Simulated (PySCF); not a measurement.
Isomers of C5H10N2Si2. Method used: PBE0-D3(BJ)/def2-SVP geometry optimisation, gas phase in PySCF 2.14.0. One conformer each; no zero-point energy, no entropy. No frequencies were run at this level. Point groups hold within 0.08 Å.

Question: Rank from lowest to highest electronic energy at this level (kcal/mol).
A. `[NH2:1][Si@H:2]([SiH3:3])[c:4]1[cH:5][cH:6][cH:7][cH:8][n:9]1` with H–N1–Si2–Si3 43° and -98°, N1–Si2–C4–C5 -27°
B. `[NH2:1][Si@@H:2]([SiH3:3])[c:4]1[cH:5][cH:6][n:7][cH:8][cH:9]1` with H–N1–Si2–Si3 180° and 41°, N1–Si2–C4–C5 155°

Answer: B (0.0), A (0.4).

Neighbours under 2.5 kcal/mol apart (N[Si@@H]([SiH3])c1ccncc1 and N[Si@H]([SiH3])c1ccccn1) can change places with a better method, another conformer or zero-point energy.

```csv
SMILES,E (Eh),E rel (kcal/mol),dipole (D),point group,"A, B, C (MHz)"
N[Si@@H]([SiH3])c1ccncc1,-884.06939,0.0,3.01,C1,"2129, 665.4, 605.8"
N[Si@H]([SiH3])c1ccccn1,-884.06874,0.4,2.81,C1,"1993, 781.7, 587.9"
```

Question: How do the relative energies change in single points at PBE0/pcSseg-1 (no added dispersion term) on the same geometries?

Answer: 
```tsv
SMILES	PBE0-D3(BJ)/def2-SVP (kcal/mol)	PBE0/pcSseg-1 (kcal/mol)	shift
N[Si@@H]([SiH3])c1ccncc1	0.0	0.0	0.0
N[Si@H]([SiH3])c1ccccn1	0.4	0.3	-0.1
```

Each column counts from its own lowest isomer. The order is unchanged; the largest shift is 0.1 kcal/mol.

Question: As an exercise, what shares would exp(−E/RT) give at 298.15 K from these electronic energies alone (no entropy, no degeneracies)?

Answer: RT = 0.592 kcal/mol: N[Si@@H]([SiH3])c1ccncc1 66.5 %, N[Si@H]([SiH3])c1ccccn1 33.5 %.
